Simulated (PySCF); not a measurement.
HO2Si, SMILES [OH+]=[Si]=O, charge +1. Heavy atoms are numbered as in [O:1]=[Si:2]=[OH+:3]. Hydrogens are named by the atom that carries them.

Coordinates come from a PBE0-D3(BJ)/def2-TZVP optimisation. The isomer is the one that the SMILES or the coordinates give; other isomers of the formula were not compared.

These are PySCF with B3LYP/pcSseg-2 values and carry that method's errors.

GIAO shieldings, no solvent; atoms alike by connectivity are averaged. δ = σ(ref) − σ: ¹⁷O against H2O (σ = 325.5 ppm); ²⁹Si against TMS (σ = 325.2 ppm); ¹H against TMS (σ = 31.68 ppm), references at their B3LYP-D3(BJ)/def2-TZVP geometries, non-relativistic.

```
atoms    nucleus  count  δ (ppm)
-------  -------  -----  -------
O1           ¹⁷O      1    141.7
O3 (OH)      ¹⁷O      1        ?
Si2         ²⁹Si      1        ?
H on O3       ¹H      1     7.24
```

### Question
Complete the blanks. (An estimate is asked for; the answer gives what the named calculation found.)

### Answer

- O3 (OH), δ (ppm): 40.6
- Si2, δ (ppm): -65.7
